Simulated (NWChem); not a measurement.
Species: BaBrF; SMILES [Ba]([F])[Br]

Computed with NWChem. All runs use the structure optimised with PBE0/def2-SVP. def2 effective core potentials on Ba; no spin-orbit coupling. Vertical excitations in the gas phase; the lowest state need not have the same character in each row.

```tsv
level	lowest excitation, singlet (eV)	orbital gap (eV)
PBE/def2-SVPD, full TDDFT	3.41	3.41
B3LYP/def2-SVPD, full TDDFT	3.83	4.58
LDA (Slater exchange, VWN5)/def2-SVPD, full TDDFT	___	___
Hartree-Fock/def2-SVPD, TDHF	5.71	9.16
```

What belongs in the gaps?


- LDA (Slater exchange, VWN5)/def2-SVPD, full TDDFT, lowest excitation, singlet (eV): 3.51
- LDA (Slater exchange, VWN5)/def2-SVPD, full TDDFT, orbital gap (eV): 3.51
